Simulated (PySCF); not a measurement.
Molecule: `C=C1C=C1C(F)F`, C5H4F2.

Numbering as in the mapped SMILES `[CH2:1]=[C:2]1[CH:3]=[C:4]1[CH:5]([F:6])[F:7]`; H(Xn) means a hydrogen on atom n. Ha(C1) is cis to C3; Hb(C1) is trans to C3.

Geometry PBE0-D3(BJ)/def2-SVP throughout; GIAO in PySCF 2.14.0 with density-fitted response routines, gas phase, one conformer, non-relativistic; equivalent atoms averaged; basis pcSseg-1.

For orientation, CAM-B3LYP gives these shifts δ (against TMS, CFCl3 at the same level): C4 148.9, C2 127.6, C5 114.8, C1 67.2, F6/F7 -128.4, H(C3) 8.02, H(C5) 6.55, Hb(C1) 4.04, Ha(C1) 4.01 ppm.

A run gave: C4 145.7, C2 123.0, C5 118.0, C1 65.7, F6/F7 -155.2, H(C3) 7.94, H(C5) 6.86, Hb(C1) 4.03, Ha(C1) 4.00 ppm (shifts δ (against TMS, CFCl3 at the same level)).

Which functional was used in that run?
A. KT2
B. BP86
C. B97-2
D. HF

## Answers

B. C5 tells them apart best: BP86 gives 118.0, KT2 gives 113.8, HF gives 98.6, B97-2 gives 111.9 ppm.
